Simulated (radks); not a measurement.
Task: The mean radii <r> (bohr) of the occupied orbitals of an atom or ion are listed with their occupations. Calculated with a radial shooting solver on a logarithmic mesh with Libxc functionals: Dirac Kohn-Sham, relativistic LDA (MacDonald-Vosko exchange, VWN5 correlation), spin-unpolarised, spherical densities, finite nucleus; Fermi nuclear charge, rms radius of each element as measured or else 0.836 A^(1/3) + 0.57 fm.

orbital  occ.      <r>
1s1/2       2  0.05230
2s1/2       2   0.2339
2p1/2       2   0.2027
2p3/2       4   0.2059
3s1/2       2   0.6123
3p1/2       1   0.6023
3p3/2       2   0.6077

Name the element and its charge.

Result: Z = 29, copper, charge +14: Cu14+ in [Ne] 3s2 3p(1/2: 1, 3/2: 2). The 1s radius gives Z: for a bare nucleus <r> = (2 gamma + 1)/(2Z) with gamma = sqrt(1 - (Z/c)^2), 0.05094 bohr for Z = 29, and screening makes it slightly larger (0.05230 here). The occupations add up to 15, and the charge is Z minus that.
